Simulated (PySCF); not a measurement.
Computed IR spectrum (relative IR intensity) of a molecule C4H5F. Coordinates come from a PBE-D3(BJ)/def2-SVP optimisation. The values are those of a single conformer. Method: PBE-D3(BJ)/def2-SVP (PySCF). Frequencies are harmonic and unscaled.

Lines under 2 % of the strongest are left out, and lines within 2 cm⁻¹ are merged.

| ν (cm⁻¹) | relative intensity |
|---|---|
| 174 | 3.0 |
| 212 | 2.1 |
| 375 | 4.5 |
| 520 | 19 |
| 558 | 6.0 |
| 643 | 64 |
| 690 | 46 |
| 804 | 5.8 |
| 903 | 37 |
| 1031 | 48 |
| 1075 | 90 |
| 1111 | 65 |
| 1285 | 12 |
| 1302 | 63 |
| 1336 | 25 |
| 1403 | 7.4 |
| 1416 | 3.1 |
| 2167 | 4.9 |
| 2945 | 37 |
| 2987 | 11 |
| 3089 | 13 |
| 3093 | 12 |
| 3406 | 100 |

Task: Which structure fits?
A) C=CC(=C)F
B) C#C[C@H](C)F
C) C=C=C(C)F
D) C=C/C=C/F

Result: B, C#C[C@H](C)F
